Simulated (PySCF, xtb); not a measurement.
BBr2, SMILES Br[B]Br (connectivity only; charge and spin as stated), charge +1, multiplicity 1.

Harmonic wavenumbers (cm⁻¹) from xtb with GFN2-xTB at its own minimum, in rising order: 226, 226, 356, 1355.

What does PBE-D3(BJ)/def2-TZVP in PySCF give at its own minimum? (Estimate from the structure and the level; the computed values follow.)

269, 269, 327, 1255. Paired by order, the mean absolute difference is 53 cm⁻¹ and the zero-point energies are 3.1 and 3.0 kcal/mol.
